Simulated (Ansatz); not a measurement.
Species: GeH₃, net charge -1, singlet state. 
Structure (B3LYP-D3(BJ)/def2-TZVP (Ansatz, a first-principles code) minimum search):
```xyz
4

Ge     0.0009    -0.0012     0.0771
H     -1.3464    -0.2008    -0.8098
H      0.8427    -1.0378    -0.8496
H      0.4734     1.2766    -0.8094
```
Charge -1, spin multiplicity 1.

Parts of the frozen-core correlation energy in STO-3G (Ansatz, hartree). Frozen orbitals: 14; correlated occupied orbitals by spin: 4 and 4; virtual: 3 and 3. Spin-orbit coupling is left out. Non-relativistic.

```tsv
term	value
reference (HF)	-2053.27882
MP2 opposite-spin	___
MP2 same-spin	___
CCSD correlation	___
(T)	-0.00013
FCI minus CCSD(T)	-0.00004
T1 diagnostic	0.008
largest doubles amplitude	0.077
```

### Question
Fill in the missing entries.

### Answer

- MP2 opposite-spin, value: -0.03748
- MP2 same-spin, value: -0.00006
- CCSD correlation, value: -0.05693
